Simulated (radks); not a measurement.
Values are calculated unless marked as measured or tabulated.
Spherical quantum dot in the effective-mass picture: electrons in a hard-walled sphere of radius 2.14, all in effective atomic units (hartree* = m*/eps^2 hartree, bohr* = eps/m* bohr), one dielectric constant everywhere. Level of theory: non-relativistic Kohn-Sham, LDA (Slater exchange, Perdew-Wang correlation), spin-polarised, spherical densities (a radial shooting solver with Libxc functionals). Levels are named by radial order and angular momentum (1s, 1p, 1d, 2s, ...), and open shells are averaged over m.

N = 2, configuration 1s2. This is the lowest configuration that the search found. Occupied and some empty levels:

level  occupation  eigenvalue (hartree*)  <r> (bohr*)
1s              2                 2.1683        1.110
1p              0                 3.2124        1.287
1d              0                 4.5867        1.398
2s              0                 5.4277        1.055

Energy (hartree*): total 2.97608, kinetic 2.1731, external 0, Hartree 1.6079, exchange-correlation -0.80484. Static polarisability (adiabatic kernel): 1.355 bohr*^3.

Electron density:

r (bohr*)  n(r) (e/bohr*^3)
0.101                0.2542
0.208                0.2503
0.315                0.2436
0.422                0.2343
0.529                0.2223
0.637                0.2079
0.744                0.1910
0.851                0.1723
0.958                0.1519
1.07                 0.1305
1.17                 0.1089
1.28                0.08766
1.39                0.06761
1.50                0.04928
1.60                0.03362
1.71                0.02087
1.82                0.01124
1.92               0.004738
2.03               0.001108
2.14              2.193e-06
